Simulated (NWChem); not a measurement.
System: BeHSeCl; SMILES [Cl][Be][SeH]

```xyz
4

Be    -0.0061    -0.6298     0.0000
Cl    -0.0995    -2.4430     0.0000
Se     0.1355     1.3917     0.0000
H     -1.3345     1.4957     0.0000
```
Atoms are numbered in this order, from 1.

Results from NWChem. Structure relaxed at the PBE0/def2-SVP level. GIAO values for the isolated, static molecule; σ is the absolute isotropic shielding, δ = σ(reference) − σ with the isolated reference molecule computed at the same levels (1H: tetramethylsilane). Spin-orbit effects, on the heavy nuclei and on their neighbours, are missing.

For level KT2/pcSseg-1:

σ Be1 (ppm): 88.9

Question: How do the values read with level PBE/pcSseg-1 instead?

Answer: The σ Be1 (ppm) is 85.2.
